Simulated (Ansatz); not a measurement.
Consider the formal exchange of groups at the Si–Ge bond: `[OH][Ge]([OH])([SiH3])[GeH3]` + `C=C=C(C)F` → `CC(F)=C=C[SiH3]` + `[OH][GeH]([OH])[GeH3]`.

Isolated molecules relaxed with PBE0-D4/def2-TZVP in Ansatz; ΔE leaves out vibrations. CBS: MP2 limit from def2 TZ/QZ plus the TZ coupled-cluster correction, frozen cores. DFT in def2-TZVPP. B3LYP here is the variant with VWN-RPA as its local correlation; programs differ in this. For Ge outer-core shells are correlated without core-valence functions, which leaves a few kJ/mol of doubt a bond. Scalar relativity is left out up to krypton. One conformer a species, not always the lowest.

`[OH][Ge]([OH])([SiH3])[GeH3]`:

```xyz
13

O     1.442    1.281   -0.860
Ge    0.489   -0.030   -0.101
O     1.405   -1.565   -0.189
Si    0.405    0.517    2.216
Ge   -1.595   -0.298   -1.349
H     1.443    1.250   -1.819
H     1.403   -1.964   -1.061
H    -0.339   -0.550    2.933
H     1.782    0.631    2.758
H    -0.314    1.807    2.377
H    -2.447   -1.430   -0.755
H    -2.410    1.004   -1.339
H    -1.264   -0.654   -2.812
```

`C=C=C(C)F`:

```xyz
10

C    -1.193    0.755    1.577
C    -0.289    0.523    0.674
C     0.599    0.260   -0.243
C     0.592   -0.867   -1.206
F     1.674    1.068   -0.385
H    -1.116    0.340    2.579
H    -2.058    1.380    1.368
H     0.590   -0.488   -2.231
H    -0.288   -1.491   -1.056
H     1.489   -1.480   -1.077
```

`CC(F)=C=C[SiH3]`:

Cartesian coordinates in Å:
```
C 0.446 -0.122 -2.366
C 0.817 0.531 -1.089
F 1.399 1.742 -1.258
C 0.651 0.061 0.116
C 0.419 -0.412 1.306
Si -1.174 -0.048 2.212
H -0.018 -1.089 -2.178
H 1.333 -0.269 -2.990
H -0.255 0.506 -2.922
H 1.179 -1.030 1.787
H -2.040 0.794 1.352
H -1.871 -1.321 2.540
H -0.885 0.657 3.490
```

`[OH][GeH]([OH])[GeH3]`:

Z-matrix (Å, degrees):
```
Ge
O 1 1.778
Ge 1 2.418 2 105.2
O 1 1.786 2 107.2 3 -117.1
H 1 1.550 2 110.1 3 127.1
H 2 0.961 1 112.4 3 162.1
H 3 1.533 1 109.3 2 -62.5
H 3 1.535 1 109.9 2 58.1
H 3 1.536 1 109.2 2 177.7
H 4 0.959 1 112.4 2 -117.4
```

```json
{"level": "r2SCAN-D4", "ΔE (kJ/mol)": "12.1"}
{"level": "B3LYP-D4", "ΔE (kJ/mol)": "12.9"}
{"level": "ωB97M-V", "ΔE (kJ/mol)": "7.2"}
{"level": "B3LYP", "ΔE (kJ/mol)": "10.3"}
{"level": "SCS-MP2/def2-TZVPP", "ΔE (kJ/mol)": "2.1"}
{"level": "SCS-MP2/def2-QZVPP", "ΔE (kJ/mol)": "1.9"}
{"level": "HF/CBS(def2)", "ΔE (kJ/mol)": "-5.1"}
{"level": "MP2/CBS(def2)", "ΔE (kJ/mol)": "4.5"}
```

(1) What does CCSD(T)/CBS give? (Best estimate.)

Largest T1 diagnostic among the species: 0.013.

## Answers

(1) Computed: +9.7 kJ/mol. The listed levels differ from it by 2.4, 3.2, -2.5, 0.6, -7.6, -7.8, -14.8, -5.2 kJ/mol.

From PBE to PBE0 (25 % exact exchange), in def2-TZVPP and without D4, ΔE moves by −4.7 kJ/mol. In def2-TZVPP, CCSD(T) changes the Hartree–Fock value by +12.2 kJ/mol (the triples alone add +1.3 kJ/mol) and MP2 by +7.0 kJ/mol.
